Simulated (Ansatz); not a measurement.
Ideal-gas functions of `[F][Sn]([Cl])[SeH]` radical at 400 K and 1 bar, from an Ansatz frequency run at PBE0-D4/def2-TZVP.

Molar mass 253.13 g/mol, point group C1 (symmetry number 1), electronic degeneracy 2, moments of inertia 187.326, 505.141, 625.351 u Å². Harmonic wavenumbers (cm⁻¹, unscaled): 50, 104, 135, 150, 218, 359, 578, 600, 2436.

Use S(trans) = R[1.5 ln M + 2.5 ln T − 1.1517]; rotational temperatures θ = 24.2544 K / I; S(rot) = R[ln(√π/σ · √(T³/θAθBθC)) + 1.5]; for each mode x = 1.438777 ν̃/T, S = R[x/(eˣ − 1) − ln(1 − e⁻ˣ)] and H = RT x/(eˣ − 1); 1 cm⁻¹ = 0.0119627 kJ/mol; R = 8.31446 J/(mol·K).

Q: By hand: the entropy, in J/(mol·K).

A: Translation 184.0. Rotation: θ = 0.1295, 0.048, 0.0388 K, giving 126.6. Vibration, mode by mode: 22.59, 16.54, 14.40, 13.54, 10.55, 6.74, 3.58, 3.36, 0.01, in all 91.3. Electronic 5.8. Sum 407.7 J/(mol·K).

Q: By hand: H − E and G − E in kJ/mol, counted from the electronic energy.

A: Zero-point energy ½ × 4630 × 0.0119627 = 27.7; thermal vibration 16.6; translation, rotation and pV give 4 RT = 13.3. H − E = 57.6 kJ/mol, and G − E = 57.6 − 400 × 407.7/1000 = -105.5 kJ/mol.

Vibration gives 22 % of the entropy, 53.5 J/(mol·K) of it from the modes under 150 cm⁻¹: soft modes count most, and the harmonic formula is weakest for them. The sum counts one conformer and one mirror image; others add a mixing term.
